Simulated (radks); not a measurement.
K, 19 electrons, occupied as [Ar] 4s1.

All-electron calculation, non-relativistic Kohn-Sham, PBE, spin-polarised, spherical densities, point nucleus; open shells are filled with parallel spins first. Program: a radial shooting solver on a logarithmic mesh with Libxc functionals.

Energy parts (eV):
| part | energy |
|---|---|
| total | -16318.953 |
| kinetic | 16301.545 |
| electron-nucleus | -38726.579 |
| Hartree | 7009.660 |
| exchange-correlation | -903.579 |

Orbitals (lengths in bohr, moments of r in powers of bohr; r(max) is where P^2 peaks; r(90%) holds 90 % of the orbital's charge):
\begin{tabular}{lrrrrrr}
orbital & occ. & eigenvalue (eV) & <r^4> & <r> & r(max) & r(90%) \\ \hline
1s up & 1 & -3504.885 & 0.0002049 & 0.08155 & 0.05352 & 0.145 \\
1s down & 1 & -3504.873 & 0.0002049 & 0.08155 & 0.05352 & 0.145 \\
2s up & 1 & -350.4215 & 0.05787 & 0.3900 & 0.3202 & 0.608 \\
2s down & 1 & -350.4085 & 0.05786 & 0.3900 & 0.3202 & 0.608 \\
2p up & 3 & -279.8603 & 0.04909 & 0.3514 & 0.2635 & 0.580 \\
2p down & 3 & -279.8485 & 0.04909 & 0.3514 & 0.2635 & 0.580 \\
3s up & 1 & -34.9962 & 5.923 & 1.276 & 1.083 & 1.92 \\
3s down & 1 & -34.9398 & 5.871 & 1.274 & 1.083 & 1.92 \\
3p up & 3 & -18.8173 & 11.29 & 1.438 & 1.158 & 2.25 \\
3p down & 3 & -18.7330 & 11.00 & 1.433 & 1.157 & 2.24 \\
4s up & 1 & -2.5341 & 1324 & 4.947 & 4.187 & 7.47 \\
\end{tabular}

The highest occupied level is 4s up at -2.534 eV. Spin moment in Bohr magnetons: 1. The density falls to 0.001 e/bohr^3 at r = 4.45 bohr.
